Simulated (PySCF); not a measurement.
## Ar¹¹⁺ (argon, charge +11) across methods

[He] 2s2 2p3, high-spin 4S determinant. Computed with PySCF 2.14 in an even-tempered Gaussian basis (20 s from 1.6 bohr⁻², ratio 2.2; 11 p from 2 bohr⁻², ratio 2.2; 6 d from 10 bohr⁻², ratio 2.4; 5 f from 15 bohr⁻², ratio 2.4; 5 g from 22 bohr⁻², ratio 2.4), with the spin-free X2C one-electron Hamiltonian (Gaussian nucleus).

```csv
method,E (hartree),mean ε 2s α (eV),mean ε 2s β (eV),mean ε 2p α (eV),Σ⟨r²⟩ (bohr²),⟨S²⟩
PBE,-454.9401,-642.33,-624.22,-588.65,0.7785,3.750
PBE0,-454.9875,-653.30,-630.05,-597.34,0.7777,3.750
r2SCAN,-455.1063,-648.58,-625.36,-592.61,0.7766,3.750
revPBE,-455.0930,-642.52,-624.33,-588.66,0.7782,3.750
UHF,-454.91747,-685.21,-645.33,-622.46,0.7759,3.751
LDA,-453.5146,-640.57,-622.98,-588.07,0.7802,3.750
M06-2X,-455.1736,-660.94,-636.67,-605.85,0.7766,3.750
```
